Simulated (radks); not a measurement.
Species: Hf51+. Configuration: [Ar] 3d3. All-electron calculation, Dirac Kohn-Sham, relativistic LDA (MacDonald-Vosko exchange, VWN5 correlation), spin-unpolarised, spherical densities, finite nucleus; open shells fill j = l - 1/2 first; Fermi nuclear charge, rms radius 5.347 fm. Program: a radial shooting solver on a logarithmic mesh with Libxc functionals. Some entries of the table are withheld. Estimate them.

orbital,occ.,eigenvalue (eV),<r^2> (bohr^2)
1s1/2,2,-68057.90,(1)
2s1/2,2,-14325.20,0.007533
2p1/2,2,(2),(3)
2p3/2,4,(4),(5)
3s1/2,2,-5391.828,0.04463
3p1/2,2,-5208.595,0.04033
3p3/2,4,-4914.584,0.04546
3d3/2,3,-4638.354,(6)
3d5/2,0,-4570.191,(7)
4s1/2,0,-2776.458,0.1604
4p1/2,0,(8),0.1552
4p3/2,0,(9),0.1689

Answer. 
(1) 1s1/2 <r^2> (bohr^2): 0.0004994
(2) 2p1/2 eigenvalue (eV): -13865.83
(3) 2p1/2 <r^2> (bohr^2): 0.005386
(4) 2p3/2 eigenvalue (eV): -12674.77
(5) 2p3/2 <r^2> (bohr^2): 0.006549
(6) 3d3/2 <r^2> (bohr^2): 0.03387
(7) 3d5/2 <r^2> (bohr^2): 0.03523
(8) 4p1/2 eigenvalue (eV): -2697.330
(9) 4p3/2 eigenvalue (eV): -2587.678
